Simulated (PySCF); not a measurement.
Isomers of C7H13P, from PBE0-D3(BJ)/def2-SVP geometry optimisation, gas phase in PySCF 2.14.0. One conformer each, no zero-point energy, no frequencies.

Problem. Which isomer lies lowest at this level?
A. `C1CP2CCC1CC2`: A = 2194, B = 1840, C = 1840 MHz, dipole 1.44 D
B. `[CH3:1][C:2]#[C:3][P:4]([CH3:5])[CH:6]([CH3:7])[CH3:8]` with C3–P4–C6–C7 171°: A = 2574, B = 962.1, C = 760.8 MHz, dipole 1.56 D
C. `CC#CPC(C)(C)C`: A = 3079, B = 880.1, C = 814.4 MHz, dipole 1.59 D

Solution. A. That is `C1CP2CCC1CC2`, 49.6 kcal/mol below the next.

```json
{"SMILES": "C1CP2CCC1CC2", "mapped SMILES": "[CH2:1]1[CH2:2][P:3]2[CH2:4][CH2:5][CH:6]1[CH2:7][CH2:8]2", "E (Eh)": "-615.19689", "relative (kcal/mol)": "0.0", "relative (kJ/mol)": "0.0", "dipole (D)": "1.44"}
{"SMILES": "CC#CP(C)C(C)C", "mapped SMILES": "[CH3:1][C:2]#[C:3][P:4]([CH3:5])[CH:6]([CH3:7])[CH3:8]", "E (Eh)": "-615.11787", "relative (kcal/mol)": "49.6", "relative (kJ/mol)": "207.5", "dipole (D)": "1.56"}
{"SMILES": "CC#CPC(C)(C)C", "mapped SMILES": "[CH3:1][C:2]#[C:3][PH:4][C:5]([CH3:6])([CH3:7])[CH3:8]", "E (Eh)": "-615.11373", "relative (kcal/mol)": "52.2", "relative (kJ/mol)": "218.3", "dipole (D)": "1.59"}
```

As drawn, the highest has a C≡C bond, which the lowest lacks.
